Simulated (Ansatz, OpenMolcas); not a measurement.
# Predicting a hybrid from its neighbours: C2H8OSi

C2H8OSi: 12 atoms, total charge 0, spin state singlet. SMILES: `CC[SiH2]O`. The shape is that of a PBE0-D4/def2-TZVP optimisation. This is one conformer, not always the lowest.

The vertical ionisation energy (to the doublet cation) y, in eV, basis cc-pVDZ; a is the functional's share of exact exchange. Programs: Ansatz 0.2.0, OpenMolcas 26.06.

```
functional     program     a  y (eV)
      TPSS  OpenMolcas     0    9.63
      BLYP      Ansatz     0    9.44
     B3LYP      Ansatz   0.2    9.96
   r2SCAN0      Ansatz  0.25   10.11
      PBE0      Ansatz  0.25       ?
     BHLYP      Ansatz   0.5   10.26
```

Question: Fit y = c + s·a to the known rows and predict PBE0.

Answer: 
1. Means of the 5 rows: a = 0.1900, y = 9.880.
2. Σ(Δa)² = 0.172, Σ(Δa·Δy) = 0.2635, so the slope is 0.2635/0.172 = 1.532.
3. Intercept: 9.880 − (1.532) × 0.1900 = 9.589. The largest residual of the fit is 0.15.
4. PBE0: 9.589 + (1.532) × 0.25 = 9.97 eV.

The run gave 9.99 eV, so the prediction is off by -0.02 eV, within the largest residual. The rows mix families of semi-local functionals, which the line can't see.
